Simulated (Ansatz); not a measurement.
AlBrH2S2 (`[SH][Al]([SH])[Br]`) at its PBE0-D4/def2-TZVP geometry, where that method's forces vanish. Total charge 0; spin multiplicity 1.

```xyz
6

S     1.5473   -1.1484    0.2861
Al   -0.2121   -0.2577   -0.6196
S    -1.3676    1.3666    0.2382
Br   -0.8878   -1.0783   -2.5931
H     1.5041   -0.3426    1.3617
H    -0.5839    1.4604    1.3267
```

Q: What forces (eV/Å) does PBE-D4/def2-TZVPP give on these atoms in Ansatz 0.2.0? (Best estimate.)

A: Ansatz gave: 
```
S1   0.202 -0.258 -0.113
Al2  0.012  0.014  0.033
S3  -0.282  0.160 -0.121
Br4 -0.068 -0.082 -0.198
H5  -0.014  0.154  0.198
H6   0.151  0.012  0.201
```
